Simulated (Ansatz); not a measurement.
Abridged output of a molecular run in Ansatz:

```
Functional definition: HF
1155 factors; integrals over basis functions are off by at most 1.1e-3 eV
mean field evaluation 1: about -10170.8934 eV, gradient 6.1e1 eV
mean field evaluation 2: about -10171.0252 eV, gradient 6.1e1 eV
mean field evaluation 4: about -10178.0780 eV, gradient 3.5e0 eV
mean field evaluation 8: about -10178.1506 eV, gradient 4.4e-1 eV
mean field -10178.15119994 eV, -374.0401575990 hartree, gradient 2.1e-6 eV, S^2 0.000000; 0 other end points of the search recorded, 0 dependent functions left out
5 core orbitals not correlated: weight in the atoms' cores, before any rotation towards them, 1.000 or more for the frozen orbitals, at most 0.000 for the correlated occupied ones
reference -10178.15119994 eV, -374.0401575990 hartree; 21, 21 occupied and 91, 91 virtual orbitals, 1155 factors
second order -28.09866405 eV of doubles, -0.00000000 eV of singles
cycle   1  -27.51620925 eV  change    5.8e-1 eV  update   1.6e-1
cycle   2  -28.26547631 eV  change   -7.5e-1 eV  update   5.6e-2
cycle   3  -28.48955794 eV  change   -2.2e-1 eV  update   2.9e-2
cycle   4  -28.49502745 eV  change   -5.5e-3 eV  update   7.7e-3
cycle   5  -28.48943284 eV  change    5.6e-3 eV  update   2.8e-3
cycle   6  -28.49084201 eV  change   -1.4e-3 eV  update   9.7e-4
cycle   7  -28.49140299 eV  change   -5.6e-4 eV  update   3.3e-4
cycle   8  -28.49132752 eV  change    7.5e-5 eV  update   1.0e-4
cycle   9  -28.49136221 eV  change   -3.5e-5 eV  update   3.1e-5
perturbative correction -0.88533947 eV, -0.0325356255 hartree
Total energy: -10207.52790162 eV, -375.1197314736 hartree
```

Its atoms:

Cartesian coordinates in Å:
```
C 0.132 2.706 0.313
C 0.011 1.499 0.274
Hf -0.231 -0.684 0.240
O -1.180 -1.143 -1.350
O 1.507 -1.467 0.317
F -1.245 -1.216 1.771
H 0.238 3.768 0.349
H -1.545 -1.499 -2.153
H 2.314 -1.964 0.239
```

Problem. Which basis set was used?
A. def2-SVP
B. def2-TZVPPD
C. def2-TZVPP
D. cc-pV(Q+d)Z

Solution. A. It gives 117 functions.

Problem. Write the keys of the input that set method, charge and spin (a neutral closed shell needs none for the last two).

Solution. 
```yaml
correlation: {method: ccsd_t}
```
